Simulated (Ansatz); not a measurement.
Job for Ansatz (a quantum-chemistry and plane-wave program): R-B2PLYP/def2-TZVPP on O3Si3 (SMILES [o+]1[si-][o+][si-][o+][si-]1).

Ansatz 0.2 input:
```yaml
crystal:
  periodic: [false, false, false]
  atoms:
    - {symbol: Si, position_ang: [1.80317377, 0.00000000, -0.00000000]}
    - {symbol: O, position_ang: [0.75001601, 1.29906570, -0.00000000]}
    - {symbol: Si, position_ang: [-0.90158713, 1.56159957, 0.00000000]}
    - {symbol: O, position_ang: [-1.50003153, -0.00000000, -0.00000000]}
    - {symbol: Si, position_ang: [-0.90158713, -1.56159957, -0.00000000]}
    - {symbol: O, position_ang: [0.75001601, -1.29906570, 0.00000000]}
basis:
  gaussian:
    orbitals: def2-TZVPP
hamiltonian:
  xc: {name: B2PLYP}
magnetization: {spin_polarized: false}
correlation: {electrons: outside_noble_gas}
scf: {lower_state_search: off}
```

Program output:

```
WARN ansatz: RAYON_NUM_THREADS=4 ignored (pool sized by the plan → 4); use --threads N
Functional definition: B2PLYP
these checks for a lower state are left out or cut short: stability, starts, cluster_reference, orbital_swaps, neighbouring_geometries, increment
integrals: 0.45 GiB planned
1359 factors; integrals over basis functions are off by at most 1.2e-3 eV
mean field: 1.32 GiB planned
mean field evaluation 1: about -29748.5612 eV, gradient 8.4e1 eV
mean field evaluation 2: about -29748.8682 eV, gradient 8.4e1 eV
mean field evaluation 4: about -29760.2757 eV, gradient 4.5e0 eV
mean field evaluation 8: about -29760.3818 eV, gradient 1.8e-1 eV
mean field evaluation 16: about -29760.3819 eV, gradient 4.1e-5 eV
mean field -29760.38193814 eV, -1093.6738639152 hartree, gradient 4.0e-6 eV, S^2 0.000000; 0 other end points of the search recorded, 0 dependent functions left out
18 core orbitals not correlated
reference -29760.38209015 eV, -1093.6738695016 hartree; 15, 15 occupied and 186, 186 virtual orbitals, 1359 factors
second order -32.41687403 eV of doubles, -0.00000000 eV of singles
Total energy: -29769.13464614 eV, -1093.9955200015 hartree
Checks for a lower state left out: stability, starts, cluster_reference, orbital_swaps, neighbouring_geometries, increment
```

The calculation finished and met its thresholds.

Cost: roughly 12 core-seconds.
